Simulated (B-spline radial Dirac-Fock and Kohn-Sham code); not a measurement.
**Elastic and transport cross sections of barium for electrons**

Calculated with a radial B-spline solver, using relativistic (Dirac) partial waves in the static field of the Dirac-Fock atom with Furness-McCarthy exchange, without polarisation or absorption potentials. σ_tr1 and σ_tr2 weight the cross section with 1 − P₁ and 1 − P₂ of cos θ; "backward" is the share scattered beyond 90°.

| energy (eV) | σ (a₀²) | σ_tr1 (a₀²) | σ_tr2 (a₀²) | σ/σ_tr1 | backward (%) |
| --- | --- | --- | --- | --- | --- |
| 1500 | 11.7 | 1.41 | 1.49 | 8.26 | 4.7 |
| 2000 | 9.95 | 0.990 | 1.14 | 10.1 | 3.6 |
| 2040 | 9.84 | 0.965 | 1.12 | 10.2 | 3.6 |
| 2660 | 8.46 | 0.683 | 0.868 | 12.4 | 2.8 |
| 3000 | 7.89 | 0.581 | 0.768 | 13.6 | 2.6 |
| 3140 | 7.68 | 0.547 | 0.733 | 14.0 | 2.5 |
| 3360 | 7.38 | 0.499 | 0.683 | 14.8 | 2.3 |
| 3450 | ? | ? | ? | ? | ? |
| 4080 | 6.57 | 0.381 | 0.554 | 17.2 | 1.9 |
| 4280 | 6.39 | 0.357 | 0.526 | 17.9 | 1.8 |
| 5000 | 5.81 | 0.286 | 0.441 | 20.3 | 1.6 |
| 6800 | 4.80 | 0.184 | 0.306 | 26.2 | 1.1 |

Q: Fill in the row for 3.45 keV.

A: σ = 7.26 a₀², σ_tr1 = 0.481 a₀², σ_tr2 = 0.664 a₀², σ/σ_tr1 = 15.1, backward 2.3 %. The ratio σ/σ_tr1 is roughly the number of elastic collisions that randomise the direction.
